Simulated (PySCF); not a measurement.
This PySCF input asks for the NMR shieldings of SMILES C=CCC#C[Si](F)(F)F, C₅H₅F₃Si; the geometry comes from GFN2-xTB.

```python
import basis_set_exchange as bse
import numpy as np
from pyscf import gto, dft
from pyscf.prop import nmr

atoms = """
C    -2.899462   -0.499083   -0.248605
C    -1.927920    0.084115    0.424744
C    -0.962706    1.065333   -0.181999
C     0.387346    0.558744   -0.096782
C     1.500855    0.104142   -0.008406
Si    3.191189   -0.563509    0.105194
F     4.312537    0.556387    0.148887
F     3.589109   -1.496259   -1.112998
F     3.439940   -1.444635    1.399205
H    -3.065578   -0.303151   -1.295392
H    -3.574215   -1.195318    0.218102
H    -1.769433   -0.128540    1.472869
H    -1.010834    2.016416    0.359273
H    -1.211508    1.244883   -1.231151
"""
names = dict.fromkeys(["C", "Si", "F", "H"], "pcSseg-1")
basis = {el: gto.basis.parse(bse.get_basis(n, elements=[el], fmt="nwchem")) for el, n in names.items()}
mol = gto.M(atom=atoms, basis=basis, charge=0, verbose=0)
mf = dft.RKS(mol, xc="PBE0")
mf.grids.level = 2
mf.grids.alignment = dft.numint.BLKSIZE   # the property module wants whole blocks of grid points
mf.conv_tol = 1e-9
mf.kernel()

calc = nmr.RKS(mf)   # GIAO
C = mf.mo_coeff
Co = C[:, mf.mo_occ > 0]
resp = mf.gen_response(singlet=True, hermi=2)
def vind(x):   # induced exchange potential for any number of trial vectors
    d = np.einsum("pi,xij,qj->xpq", C, 2 * x.reshape(-1, C.shape[1], Co.shape[1]), Co, optimize=True)
    return np.einsum("xpq,pi,qj->xij", resp(d - d.transpose(0, 2, 1)), C, Co, optimize=True).ravel()
mo1, _ = nmr.rhf.solve_mo1(calc, with_cphf=vind)
sigma = calc.kernel(mo1)
for i, s in enumerate(sigma):   # ppm
    w = np.linalg.eigvalsh((s + s.T) / 2)
    print("%2d %-2s iso %8.1f  s11 %8.1f  s22 %8.1f  s33 %8.1f" % (i, mol.atom_pure_symbol(i), w.mean(), *w))
```

Question: Give the expected output.

Answer: 
```
 0 C  iso     60.1  s11    -52.9  s22     75.5  s33    157.8
 1 C  iso     47.8  s11    -72.9  s22     60.5  s33    155.9
 2 C  iso    158.4  s11    144.1  s22    158.4  s33    172.8
 3 C  iso     72.4  s11    -33.6  s22    -31.5  s33    282.3
 4 C  iso    111.7  s11     34.1  s22     40.0  s33    261.0
 5 Si iso    436.3  s11    426.6  s22    427.0  s33    455.4
 6 F  iso    316.7  s11    267.4  s22    283.5  s33    399.1
 7 F  iso    316.6  s11    267.5  s22    283.9  s33    398.5
 8 F  iso    316.7  s11    267.5  s22    284.3  s33    398.4
 9 H  iso     26.2  s11     22.7  s22     25.7  s33     30.2
10 H  iso     26.2  s11     23.4  s22     25.3  s33     29.9
11 H  iso     25.7  s11     23.3  s22     25.1  s33     28.6
12 H  iso     28.4  s11     23.9  s22     27.5  s33     33.9
13 H  iso     28.7  s11     24.7  s22     28.1  s33     33.3
```

These numbers come from an equivalent density-fitted implementation of the same equations, which agrees with the script to about 0.01 ppm for H and up to a few tenths of a ppm for heavy atoms, so last digits may differ.

Question: Turn these shieldings into chemical shifts. References, each an isolated molecule treated in the same way: ¹³C (186.93 ppm), ²⁹Si (349.16 ppm), ¹H (31.72 ppm) against TMS; ¹⁹F (170.95 ppm) against CFCl3.

Answer: Averaging equivalent atoms: C 1: 139.1; C 0: 126.8; C 3: 114.5; C 4: 75.2; C 2: 28.5; Si 5: -87.2; F 6/7/8: -145.7; H 11: 6.06; H 9: 5.52; H 10: 5.52; H 12/13: 3.15 ppm. Unscaled 19F shifts against computed CFCl3 carry errors that often reach 10 to 50 ppm.

Size and cost of the density-fitted run: 185 basis functions, 71 s wall time on 1 thread of an Intel Xeon, shared host; peak memory 0.82 GiB.
